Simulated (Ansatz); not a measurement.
Kohn–Sham single points on C2H2AlCl (`Cl[C]1=[CH][AlH]1`).

```yaml
crystal:
  periodic: [false, false, false]
  atoms:
    - {symbol: Cl, position_ang: [-0.623366, -2.402426, 0.113798]}
    - {symbol: C, position_ang: [-0.311695, -0.714373, 0.004562]}
    - {symbol: C, position_ang: [0.874354, -0.067893, 0.150789]}
    - {symbol: Al, position_ang: [-0.516887, 1.117898, -0.209815]}
    - {symbol: H, position_ang: [1.855312, -0.485027, 0.364290]}
    - {symbol: H, position_ang: [-1.235617, 2.487821, -0.469823]}
basis:
  gaussian: {orbitals: def2-TZVPP}
hamiltonian: {xc: pbe, dispersion: d4}
output: {forces: true, orbitals: {seedname: orbitals}}
```

```sh
$ ansatz run in.yaml --threads 2 --pin off --events-out ev --progress --plain --max-ram 4352MiB
```

Shortened log:

```
Functional definition: PBE
1041 factors; their error is unknown
mean field evaluation 1: about -21196.6203 eV, gradient 8.3e1 eV
mean field evaluation 2: about -21078.1489 eV, gradient 1.8e2 eV
mean field evaluation 4: about -21209.2701 eV, gradient 4.1e1 eV
mean field evaluation 8: about -21213.8075 eV, gradient 1.8e-1 eV
mean field evaluation 16: about -21213.7881 eV, gradient 6.6e-3 eV
mean field -21213.78810267 eV, -779.5923335512 hartree, gradient 3.1e-5 eV, S^2 0.000000; 0 other end points of the search recorded, 0 dependent functions left out
reference -21213.78814346 eV, -779.5923350502 hartree; 22, 22 occupied and 152, 152 virtual orbitals, 1041 factors
Total energy: -21213.92484558 eV, -779.5973587603 hartree
Atom 0 at    -0.623366    -2.402426     0.113798 Å, force    -0.086816    -0.350059     0.018723 eV/Å
Atom 1 at    -0.311695    -0.714373     0.004562 Å, force    -0.306663    -0.177443    -0.036745 eV/Å
Atom 2 at     0.874354    -0.067893     0.150789 Å, force     0.376189     0.166864     0.050057 eV/Å
Atom 3 at    -0.516887     1.117898    -0.209815 Å, force    -0.159168     0.300338    -0.057334 eV/Å
Atom 4 at     1.855312    -0.485027     0.364290 Å, force     0.233328    -0.071227     0.048088 eV/Å
Atom 5 at    -1.235617     2.487821    -0.469823 Å, force    -0.056870     0.131527    -0.022789 eV/Å
Dipole moment:    -0.000204     0.456360    -0.044407 e Å
```

Run time 2.3 s (2 threads of an Arm Neoverse V1 on a shared host); peak host memory 0.19 GiB.

Changing it to `hamiltonian: {xc: {name: revPBE}, dispersion: d4}` and no forces (abridged; 1.9 s):

```
Functional definition: revPBE
mean field evaluation 16: about -21221.1156 eV, gradient 2.0e-4 eV
mean field -21221.11555349 eV, -779.8616124020 hartree, gradient 5.6e-5 eV, S^2 0.000000
Total energy: -21221.50779490 eV, -779.8760270081 hartree
```

With the line `hamiltonian: {xc: {name: BLYP}, dispersion: d4}` and no forces (abridged; 1.9 s):

```
Functional definition: BLYP
mean field evaluation 16: about -21224.5774 eV, gradient 1.8e-4 eV
mean field -21224.57744443 eV, -779.9888345477 hartree, gradient 5.1e-5 eV, S^2 0.000000
Total energy: -21224.88044357 eV, -779.9999695606 hartree
```

Changing it to `hamiltonian: {xc: pbe0, dispersion: d4}` and no forces (abridged; 2.6 s):

```
Functional definition: PBE0
mean field evaluation 16: about -21215.4740 eV, gradient 8.2e-5 eV
mean field -21215.47400934 eV, -779.6542894786 hartree, gradient 8.2e-5 eV, S^2 0.000000
Total energy: -21215.58916357 eV, -779.6585213183 hartree
```

The same input with `hamiltonian: {xc: lda}` and no forces (abridged; 1.1 s):

```
Functional definition: SPW92
mean field evaluation 16: about -21136.8009 eV, gradient 1.7e-4 eV
mean field -21136.80093912 eV, -776.7631074743 hartree, gradient 3.6e-5 eV, S^2 0.000000
Total energy: -21136.80097705 eV, -776.7631088683 hartree
```

Changing it to `hamiltonian: {xc: {name: r2SCAN0}, dispersion: d4}` and no forces (abridged; 4.5 s):

```
Functional definition: r2SCAN0
mean field evaluation 16: about -21221.9563 eV, gradient 4.6e-5 eV
mean field -21221.95631995 eV, -779.8925099997 hartree, gradient 4.6e-5 eV, S^2 0.000000
Total energy: -21221.99312035 eV, -779.8938623895 hartree
```
